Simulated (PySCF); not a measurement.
Compound: C6H7OP.
SMILES with atom numbers: `[CH:1]#[C:2][P@:3]1(=[O:4])[CH:5]=[CH:6][CH2:7][CH2:8]1` (hydrogens: H9 on C1; H10 on C5; H11 on C6; H12, H13 on C7; H14, H15 on C8)

Computed with PySCF, TDDFT B3LYP/def2-SVPD, vertical, gas phase, core orbitals frozen in the response. Geometry: GFN2-xTB, one conformer, isolated molecule.

List the vertical singlet excitations with oscillator strengths and describe the spectrum.

| state | λ (nm) | E (eV) | f | main configurations (H = HOMO, L = LUMO) |
| --- | --- | --- | --- | --- |
| S1 | 233.6 | 5.31 | 0.0026 | H→L (92%) |
| S2 | 223.5 | 5.55 | 0.011 | H-1→L (86%), H-2→L (10%) |
| S3 | 208.8 | 5.94 | 0.0033 | H-1→L+1 (38%), H→L+1 (24%), H-2→L (18%) |
| S4 | 206.3 | 6.01 | 0.0001 | H→L+1 (47%), H-1→L+1 (22%), H-3→L (14%) |
| S5 | 202.5 | 6.12 | 0.027 | H-3→L (46%), H→L+1 (20%), H-3→L+1 (8%) |
| S6 | 201.2 | 6.16 | 0.031 | H-2→L (24%), H-3→L (21%), H-1→L+1 (12%) |
| S7 | 192.7 | 6.43 | 0.052 | H-2→L+1 (55%), H-1→L+1 (13%), H-2→L (12%) |
| S8 | 187.5 | 6.61 | 0.0067 | H-4→L (29%), H→L+2 (27%), H-3→L+1 (14%) |

Triplets (Tamm–Dancoff): T1 4.29 eV, H-2→L (36%), H→L (32%), H-1→L (16%); T2 4.99 eV, H-1→L (18%), H-3→L+1 (15%), H-4→L (14%); T3 5.19 eV, H→L (44%), H-2→L (24%).

The lowest singlet lies at 5.31 eV (234 nm, ultraviolet) and is very weak; its leading configuration is HOMO→LUMO (92%). The strongest level in the table is S7 at 6.43 eV (193 nm, f = 0.052). Löwdin shares by element: HOMO oxygen 49%, carbon 21% or more, phosphorus 11% (atoms not listed hold the other 19%); LUMO carbon 60% or more, phosphorus 10% (atoms not listed hold the other 29%). The listed states span 1.31 eV, and the widest gap between neighbours is 0.39 eV (S2 to S3). Weighted by f, the mean energy of these states is 6.21 eV. The oscillator strengths of these states sum to 0.134; summed over the whole spectrum of an exact calculation they would give the number of electrons, 66 (Thomas–Reiche–Kuhn). The window holds the lowest 8 singlets.

Rough CPU time on one thread of a shared machine: about 2 min (grids of density and orbitals included).
